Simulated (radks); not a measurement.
The boron ion B4+, configuration 1s1.

Calculated with a radial shooting solver on a logarithmic mesh with Libxc functionals: non-relativistic Kohn-Sham, PBE, spin-polarised, spherical densities, point nucleus; open shells are filled with parallel spins first.

Energy parts (hartree):
total: -12.47419
kinetic: 12.46792
electron-nucleus: -24.96718
Hartree: 1.55628
exchange-correlation: -1.53122

Orbitals (lengths in bohr, moments of r in powers of bohr):
| orbital | occ. | eigenvalue (hartree) | <r^2> |
|---|---|---|---|
| 1s up | 1 | -11.34002 | 0.1219 |

The highest occupied level is 1s up at -308.58 eV. The density falls to 0.001 e/bohr^3 at r = 1.07 bohr. Summed over all electrons, <r^2> = 0.1219 bohr^2, which gives a Langevin (diamagnetic) susceptibility term of -0.0965 x 10^-6 cm^3/mol. Virial ratio -V/T = 2.00050. Spin moment in Bohr magnetons: 1. The electron density at the nucleus is 40.1 e/bohr^3.
